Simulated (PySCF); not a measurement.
Compound: CH7NOSi2.
Structure used (PBE0-D3(BJ)/def2-SVP), in Å, numbered top down from 1:
```xyz
12
CH7NOSi2 angstrom
N     -2.1732    0.9939   -0.3284
C     -1.2277    0.3019    0.3504
O     -1.1585    0.2822    1.5665
Si     0.0984   -0.7144   -0.6246
Si     2.1016   -0.2881    0.5041
H     -2.2222    0.9830   -1.3369
H     -2.8711    1.5121    0.1960
H     -0.2929   -2.1545   -0.5330
H      0.1492   -0.3495   -2.0798
H      2.0310   -0.8566    1.8811
H      3.2559   -0.9014   -0.2239
H      2.3119    1.1900    0.5765
```

Computed, not measured: PySCF 2.14.0, PBE0-D3(BJ)/def2-SVP geometry optimisation, gas phase.

Take the most abundant isotopes and a rigid rotor. The values belong to one conformer with, in the numbering `[NH2:1][C:2](=[O:3])[SiH2:4][SiH3:5]`, N1–C2–Si4–Si5 138°.

(1) Give the principal moments of inertia and the rotational constants in MHz.

(2) What kind of rotor is it?

(3) What does the inertial defect say?

(4) Give the other two planar moments, Paa and Pbb, and the rms extents of the mass along the axes.

(5) Which types of transition are allowed, and where do some lines up to J = 4 fall?

Results:

(1) Ia = 91.55, Ib = 301.48, Ic = 354.13 u·Å²; 505379 MHz·u·Å²/I gives A = 5520, B = 1676, C = 1427 MHz.

(2) An asymmetric top: κ = (2 × 1676 − 5520 − 1427)/(5520 − 1427) = -0.88.

(3) Not planar: Δ = Ic − Ia − Ib = -38.90 u·Å². For a rigid frame Δ = −2 Σ m c², so Σ m c² = 19.45 u·Å² lies off the ab plane: 7.79 from hydrogen and 11.66 from heavier atoms. The atom farthest from that plane is 1.75 Å away.

(4) Paa = Σ m a² = (Ib + Ic − Ia)/2 = 282.03 and Pbb = Σ m b² = (Ia + Ic − Ib)/2 = 72.10 u·Å². With the mass M = 105.01 u, the rms extents √(P/M) along a, b and c are 1.64, 0.83, 0.43 Å.

(5) The dipole components are |μa| = 1.66 D, |μb| = 2.60 D, |μc| = 1.40 D. The squared components, which scale the intensities, stand as 0.41 : 1.00 : 0.29 (a : b : c). Some lines, for components of 0.1 D or more:

| type | branch | J(Ka,Kc) | MHz | lower level (cm⁻¹) |
| --- | --- | --- | --- | --- |
| a | Q | 4(1,3) ← 4(1,4) | 2490 | 1.125 |
| a | R | 1(0,1) ← 0(0,0) | 3103 | 0.000 |
| b | Q | 1(1,0) ← 1(0,1) | 4093 | 0.104 |
| b | Q | 3(1,2) ← 3(0,3) | 4767 | 0.619 |
| b | Q | 4(1,3) ← 4(0,4) | 5357 | 1.029 |
| a | R | 3(2,2) ← 2(2,1) | 9310 | 0.840 |
| a | R | 3(2,1) ← 2(2,0) | 9357 | 0.840 |
| a | R | 3(1,2) ← 2(1,1) | 9677 | 0.455 |
| c | R | 2(1,1) ← 1(0,1) | 10549 | 0.104 |
| b | Q | 4(2,2) ← 4(1,3) | 10856 | 1.208 |
| a | R | 4(1,4) ← 3(1,3) | 11893 | 0.728 |
| a | R | 4(0,4) ← 3(0,3) | 12298 | 0.619 |
| a | R | 4(2,3) ← 3(2,2) | 12405 | 1.151 |
| a | R | 4(3,1) ← 3(3,0) | 12438 | 1.813 |
| b | Q | 3(2,2) ← 3(1,3) | 12660 | 0.728 |
| b | R | 4(1,4) ← 3(0,3) | 15165 | 0.619 |
| c | R | 4(1,3) ← 3(0,3) | 17655 | 0.619 |
| b | R | 2(2,0) ← 1(1,1) | 18248 | 0.232 |
| c | R | 4(2,2) ← 3(1,2) | 23744 | 0.778 |
| b | Q | 4(4,0) ← 4(3,1) | 27755 | 2.228 |
| b | R | 3(3,1) ← 2(2,0) | 29147 | 0.840 |
| c | R | 3(3,1) ← 2(2,1) | 29159 | 0.840 |
| c | R | 4(3,1) ← 3(2,1) | 32229 | 1.153 |
| b | R | 4(3,1) ← 3(2,2) | 32287 | 1.151 |
| b | R | 4(4,1) ← 3(3,0) | 40193 | 1.813 |

PBE0-D3(BJ)/def2-SVP frequencies: not computed here. Constants of a rigid frame at the computed geometry: no zero-point averaging, no centrifugal distortion. A rigid rotor knows nothing of internal rotation, which can split or shift real lines. Quadrupole hyperfine structure (14N) is left out.

Time: 82 s wall. Hardware: an x86-64 server with one thread, no GPU (shared host). These figures are those of the optimisation.
